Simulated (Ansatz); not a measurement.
CH$_{3}$ClOSi (`O=C[SiH2]Cl`), relaxed with RKS PBE0-D4/def2-TZVP in Ansatz 0.2.0 from a PBE-D4/def2-SVP geometry. The force threshold is 0.005 eV/Å; the program also tests the step.

Charge 0, multiplicity 1.

Start:

```xyz
7

O    -0.189    1.552    1.390
C     0.260    1.102    0.353
Si   -0.220   -0.715   -0.143
Cl    0.654   -1.229   -1.963
H     0.943    1.718   -0.315
H     0.266   -1.639    0.934
H    -1.714   -0.790   -0.255
```

| step | energy (eV) | largest force (eV/Å) | largest move (Å) |
| --- | --- | --- | --- |
| 1 | -23524.7039 | 1.154 | 0.000 |
| 2 | -23524.7408 | 0.147 | 0.051 |
| 3 | -23524.7433 | 0.065 | 0.013 |
| 4 (rejected) | -23524.7421 | 0.179 | 0.014 |
| 5 | -23524.7435 | 0.006 | 0.007 |
| 6 | -23524.7436 | 0.004 | 0.003 |

End:

```xyz
7

O    -0.170    1.553    1.371
C     0.258    1.087    0.346
Si   -0.227   -0.713   -0.131
Cl    0.649   -1.193   -1.924
H     0.923    1.689   -0.315
H     0.265   -1.633    0.919
H    -1.699   -0.791   -0.265
```

It took 19 s on 2 threads of an Arm Neoverse V2 on a shared host, with 0.31 GiB of host memory at the peak.
